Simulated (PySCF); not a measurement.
A species of formula C3H7NSi has this rotational fingerprint, computed with PBE0-D3(BJ)/def2-SVP geometry optimisation, gas phase in PySCF:

```
Rotational constants : A = 12139, B = 2309, C = 2307 MHz
Dipole components    : |μa| = 0.80 D, |μb| = 0.97 D, |μc| = 0.00 D
Inertial defect      : -41.38 u·Å²
κ                    : -1.00
```

Task: Which candidate fits, each taken in the one conformer that was computed?
A. `[CH:1]#[C:2][Si@@H:3]([CH3:4])[NH2:5]` with C2–Si3–N5–H -174° and 46°
B. `[CH2:1]=[N:2][SiH:3]1[CH2:4][CH2:5]1` with C1–N2–Si3–C4 153°
C. `[CH2:1]=[CH:2]/[CH:3]=[N:4]/[SiH3:5]` with C1–C2–C3–N4 180°

Result: B. It is C=N[SiH]1CC1, point group Cs. The candidates at the same level (rigid rotor, commonest isotopes):

```tsv
SMILES	A (MHz)	B (MHz)	C (MHz)	μa (D)	μb (D)	μc (D)	Δ (u·Å²)	point group	rotor
C=C/C=N/[SiH3]	25430	1493	1434	1.58	1.14	0.00	-5.94	Cs	near-prolate asymmetric top
C=N[SiH]1CC1	12139	2309	2307	0.80	0.97	0.00	-41.38	Cs	–
C#C[Si@@H](C)N	5744	2774	2084	0.65	0.68	0.11	-27.67	C1	asymmetric top
```

`C#C[Si@@H](C)N` has A 53 % too low; `C=C/C=N/[SiH3]` has A 109 % too high. In the right answer the mirror of this Cs structure is the ab plane, so μc vanishes by symmetry (the 0.03 D computed is a residue). No structure here is proved a minimum.
